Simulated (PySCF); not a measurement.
SMILES C[CH2][SnH]([F])[F] (C₂H₆F₂Sn), singlet, PBE0/def2-SVP optimised geometry. Atoms within 1.6 Å of the plane z = 0.0 Å (x, y, z in Å): Sn1 (-0.75, -0.94, 0.00), F2 (1.19, -0.94, 0.00), F3 (-1.19, 0.94, 0.00), H6 (-1.21, -1.54, -1.53).

Calculation: PBE0/def2-TZVP, def2 effective core potentials past Kr in PySCF 2.14.0. The core electrons that the potentials of Sn replace are not part of the density. Cells within 0.4 Å of a nucleus heavier than hydrogen are left out (blank, or x).

Map of the Laplacian of the electron density (e/bohr⁵), clipped to [-1.50, 1.50] on the plane z = 0.0 Å:

```
|555555555555555555555555555|
|555555555555555555555555555|
|555555555555555555555555555|
|555555555555555555555555555|
|555555555555555555555555555|
|555555555555555555555555555|
|555555555555555555555555555|
|555555568875555555555555555|
|555555685387555555555555555|
|55555575xx08555555555555555|
|55555575xx18555555555555555|
|555555684376555555555555555|
|555555567765555555555555555|
|555555556677655555555555555|
|555555558999965567765555555|
|555555579900996683486555555|
|555555589xxx89671xx67555555|
|555555589xxx79671xx67555555|
|555555569900996682486555555|
|555555558999965567765555555|
|555555555676555555555555555|
|555555555555555555555555555|
|555555555555555555555555555|
|555555555555555555555555555|
|555555555555555555555555555|
|555555555555555555555555555|
|555555555555555555555555555|
```
Scale: ten equal steps from -1.50 (start of '0') to 1.50 (end of '9'), in the order '0123456789'; x runs from -3.50 to 3.50, y from -3.50 (bottom) to 3.50 (top).
